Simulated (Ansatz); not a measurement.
Start from `C=C[SiH](F)OC` and change one atom or group to get `CO[SiH](O)F`.

Ansatz, PBE0-D4/def2-TZVP geometries, multiplicity 1. Each molecule was computed in one conformer, which needn't be the lowest.

```tsv
property	`C=C[SiH](F)OC`
HOMO–LUMO gap (PBE0/def2-TZVPP) / eV	7.45
HOMO–LUMO gap (B3LYP/def2-TZVPP) / eV	7.00
LUMO energy (PBE0/def2-TZVPP) / eV	-0.82
size of the dipole moment (ωB97M-V/def2-TZVPP) / D	2.03
size of the dipole moment (PBE/def2-TZVPP) / D	1.94
LUMO energy (PBE/def2-TZVPP) / eV	-1.82
```

Problem. Give the same properties after the change, and the shifts. (An estimate is asked.)

Solution. The calculation gave: 
| property | `CO[SiH](O)F` | shift |
| --- | --- | --- |
| HOMO–LUMO gap (PBE0/def2-TZVPP) / eV | 9.60 | 2.15 |
| HOMO–LUMO gap (B3LYP/def2-TZVPP) / eV | 8.99 | 1.99 |
| LUMO energy (PBE0/def2-TZVPP) / eV | 0.87 | 1.69 |
| size of the dipole moment (ωB97M-V/def2-TZVPP) / D | 1.77 | -0.26 |
| size of the dipole moment (PBE/def2-TZVPP) / D | 1.70 | -0.24 |
| LUMO energy (PBE/def2-TZVPP) / eV | -0.04 | 1.78 |

With PBE0 the HOMO falls by 0.46 eV and the LUMO rises by 1.69 eV, so the gap widens by about 2.15 eV. PBE moves the HOMO by -0.22 eV and ωB97M-V by -0.62 eV. Dipoles are sizes alone; their direction can turn.

B3LYP here is the variant with VWN-RPA as its local correlation; programs differ in this.
